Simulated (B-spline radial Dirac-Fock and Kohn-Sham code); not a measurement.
# X-ray scattering factor of Er³⁺

System: erbium as Er³⁺, 1s2 2s2 2p6 3s2 3p6 3d10 4s2 4p6 4d10 4f10 5s2 5p6 6p1 (an excited configuration).

Input of the calculation (task.json; shells as n, l, electrons):

```json
{"items": [{
  "Z": 68,
  "q": 3,
  "cfg": [[1, 0, 2], [2, 0, 2], [2, 1, 6], [3, 0, 2], [3, 1, 6], [3, 2, 10], [4, 0, 2], [4, 1, 6], [4, 2, 10], [4, 3, 10], [5, 0, 2], [5, 1, 6], [6, 1, 1]],
  "A": 166,
  "rrms": 5.2516,
  "do": ["scatter"],
  "s": [0.0, 0.05, 0.1, 0.15, 0.2, 0.25, 0.3, 0.35, 0.4, 0.45, 0.5, 0.6, 0.7, 0.8, 0.9, 1.0, 1.1, 1.2, 1.4, 1.6, 1.8, 2.0, 2.5, 3.0, 3.5, 4.0, 5.0, 6.0],
  "pz": [0, 0.1, 0.2, 0.3, 0.4, 0.5, 0.6, 0.8, 1.0, 1.2, 1.4, 1.6, 1.8, 2.0, 2.5, 3.0, 4.0, 5.0, 7.0, 10.0, 15.0, 20.0, 30.0, 40.0, 60.0, 100.0],
  "hv_scatter": [1000, 2000, 8047.8, 10000, 30000, 100000, 200000, 1000000]
}]}
```

Launch: `python xray_run.py task.json out`

The computed values come from a radial finite-basis atomic code: relativistic Hartree-Fock (Dirac-Fock) wave functions, averaged over the configuration. f₀ is the Fourier transform of the spherical electron density, S the Waller-Hartree incoherent function, and s = sin θ/λ.

| s (Å⁻¹) | f₀ | S |
| --- | --- | --- |
| 0 | 65.000 | 0.000 |
| 0.05 | 64.222 | 0.976 |
| 0.1 | 62.191 | 3.015 |
| 0.15 | 59.473 | 5.241 |
| 0.2 | 56.433 | 7.567 |
| 0.25 | 53.231 | 9.891 |
| 0.3 | 49.993 | 12.121 |
| 0.35 | 46.844 | 14.240 |
| 0.4 | 43.884 | 16.243 |
| 0.45 | 41.161 | 18.116 |
| 0.5 | 38.677 | 19.849 |
| 0.6 | 34.344 | 22.927 |
| 0.7 | 30.681 | 25.621 |
| 0.8 | 27.546 | 28.071 |
| 0.9 | 24.875 | 30.343 |
| 1 | 22.632 | 32.465 |
| 1.1 | 20.779 | 34.456 |
| 1.2 | 19.263 | 36.327 |
| 1.4 | 16.991 | 39.708 |
| 1.6 | 15.330 | 42.571 |
| 1.8 | 13.933 | 44.927 |
| 2 | 12.630 | 46.860 |
| 2.5 | 9.641 | 50.480 |
| 3 | 7.384 | 53.102 |
| 3.5 | 5.984 | 55.130 |
| 4 | 5.172 | 56.741 |
| 5 | 4.213 | 59.104 |
| 6 | 3.412 | 60.696 |

f₀ starts at the number of electrons, 65, and has fallen to half at s ≈ 0.65 Å⁻¹. The sum of ⟨r²⟩ over the electrons is 43.93 bohr².
